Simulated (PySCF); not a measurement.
Vertical excitations of a molecule CH₆ClFOSi₂ from TDDFT-PBE/def2-SVPD run with PySCF, as energy in eV (oscillator strength): 6.53 (0.063), 6.76 (0.020), 6.92 (0.035), 7.00 (0.002), 7.06 (0.150), 7.21 (0.023), 7.28 (0.010), 7.36 (0.018), 7.40 (0.064), 7.45 (0.010). Lowest triplet (TDA): 5.92 eV. Coordinates come from a B3LYP-D3(BJ)/def2-SVP optimisation. One conformer was computed; it need not be the lowest.

Question: Which molecule gave these data?
A. OC[SiH2][Si@@H](F)Cl
B. C[Si@H](Cl)O[SiH2]F
C. C[SiH2][Si@](O)(F)Cl
D. C[Si@H](F)[Si@H](O)Cl

Answer: C, C[SiH2][Si@](O)(F)Cl
